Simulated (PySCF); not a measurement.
SMILES COc1ccsc1-c1ccsc1, GFN2-xTB optimised geometry.

```
20

C      3.45     0.61     0.02
O      2.06     0.84     0.02
C      1.25    -0.25     0.01
C      1.66    -1.61     0.01
C      0.62    -2.48     0.00
S     -0.89    -1.68    -0.01
C     -0.13    -0.12     0.00
C     -0.92     1.09     0.00
C     -2.35     1.09     0.00
C     -2.87     2.33     0.00
S     -1.66     3.55     0.00
C     -0.42     2.36     0.00
H      3.77     0.06    -0.87
H      3.91     1.60     0.02
H      3.76     0.07     0.92
H      2.69    -1.93     0.02
H      0.65    -3.55     0.00
H     -2.93     0.18     0.00
H     -3.91     2.62     0.00
H      0.61     2.66     0.00
```

Density from PBE0/def2-SVP run with PySCF at that geometry.

Minimum of the electron density along straight lines between bonded atoms, close to the bond critical point (lines longer than 1.1 times the sum of covalent radii, or with two minima, are not listed):

```json
[
 {"bond": "C1–O2", "length / Å": "1.408", "ρ at the minimum / e bohr⁻³": "0.254", "∇²ρ there / e bohr⁻⁵": "(withheld)", "position (fraction from the first atom)": "0.34"},
 {"bond": "O2–C3", "length / Å": "1.362", "ρ at the minimum / e bohr⁻³": "0.284", "∇²ρ there / e bohr⁻⁵": "(withheld)", "position (fraction from the first atom)": "0.67"},
 {"bond": "C3–C4", "length / Å": "1.417", "ρ at the minimum / e bohr⁻³": "0.295", "∇²ρ there / e bohr⁻⁵": "-0.72", "position (fraction from the first atom)": "0.51"},
 {"bond": "C4–C5", "length / Å": "1.358", "ρ at the minimum / e bohr⁻³": "0.322", "∇²ρ there / e bohr⁻⁵": "-0.81", "position (fraction from the first atom)": "0.49"},
 {"bond": "C5–S6", "length / Å": "1.712", "ρ at the minimum / e bohr⁻³": "0.218", "∇²ρ there / e bohr⁻⁵": "-0.48", "position (fraction from the first atom)": "0.47"},
 {"bond": "C3–C7", "length / Å": "1.381", "ρ at the minimum / e bohr⁻³": "0.314", "∇²ρ there / e bohr⁻⁵": "-0.78", "position (fraction from the first atom)": "0.50"},
 {"bond": "S6–C7", "length / Å": "1.739", "ρ at the minimum / e bohr⁻³": "0.209", "∇²ρ there / e bohr⁻⁵": "(withheld)", "position (fraction from the first atom)": "0.53"},
 {"bond": "C7–C8", "length / Å": "1.439", "ρ at the minimum / e bohr⁻³": "0.279", "∇²ρ there / e bohr⁻⁵": "-0.68", "position (fraction from the first atom)": "0.51"},
 {"bond": "C8–C9", "length / Å": "1.427", "ρ at the minimum / e bohr⁻³": "0.289", "∇²ρ there / e bohr⁻⁵": "-0.70", "position (fraction from the first atom)": "0.50"},
 {"bond": "C9–C10", "length / Å": "1.352", "ρ at the minimum / e bohr⁻³": "0.326", "∇²ρ there / e bohr⁻⁵": "-0.83", "position (fraction from the first atom)": "0.49"},
 {"bond": "C10–S11", "length / Å": "1.722", "ρ at the minimum / e bohr⁻³": "0.215", "∇²ρ there / e bohr⁻⁵": "-0.46", "position (fraction from the first atom)": "0.47"},
 {"bond": "C8–C12", "length / Å": "1.369", "ρ at the minimum / e bohr⁻³": "0.317", "∇²ρ there / e bohr⁻⁵": "-0.78", "position (fraction from the first atom)": "0.50"},
 {"bond": "S11–C12", "length / Å": "1.715", "ρ at the minimum / e bohr⁻³": "0.218", "∇²ρ there / e bohr⁻⁵": "-0.47", "position (fraction from the first atom)": "0.53"},
 {"bond": "C1–H13", "length / Å": "1.095", "ρ at the minimum / e bohr⁻³": "0.280", "∇²ρ there / e bohr⁻⁵": "-1.06", "position (fraction from the first atom)": "0.63"},
 {"bond": "C1–H14", "length / Å": "1.089", "ρ at the minimum / e bohr⁻³": "0.285", "∇²ρ there / e bohr⁻⁵": "-1.11", "position (fraction from the first atom)": "0.64"},
 {"bond": "C1–H15", "length / Å": "1.095", "ρ at the minimum / e bohr⁻³": "0.280", "∇²ρ there / e bohr⁻⁵": "-1.06", "position (fraction from the first atom)": "0.63"},
 {"bond": "C4–H16", "length / Å": "1.075", "ρ at the minimum / e bohr⁻³": "0.283", "∇²ρ there / e bohr⁻⁵": "-1.08", "position (fraction from the first atom)": "0.63"},
 {"bond": "C5–H17", "length / Å": "1.071", "ρ at the minimum / e bohr⁻³": "0.286", "∇²ρ there / e bohr⁻⁵": "-1.12", "position (fraction from the first atom)": "0.64"},
 {"bond": "C9–H18", "length / Å": "1.076", "ρ at the minimum / e bohr⁻³": "0.284", "∇²ρ there / e bohr⁻⁵": "-1.09", "position (fraction from the first atom)": "0.63"},
 {"bond": "C10–H19", "length / Å": "1.072", "ρ at the minimum / e bohr⁻³": "0.286", "∇²ρ there / e bohr⁻⁵": "-1.12", "position (fraction from the first atom)": "0.64"},
 {"bond": "C12–H20", "length / Å": "1.070", "ρ at the minimum / e bohr⁻³": "0.289", "∇²ρ there / e bohr⁻⁵": "-1.16", "position (fraction from the first atom)": "0.65"}
]
```

Question: Complete the blanks.

Answer: 
- C1–O2, ∇²ρ there / e bohr⁻⁵: -0.32
- O2–C3, ∇²ρ there / e bohr⁻⁵: -0.29
- S6–C7, ∇²ρ there / e bohr⁻⁵: -0.43
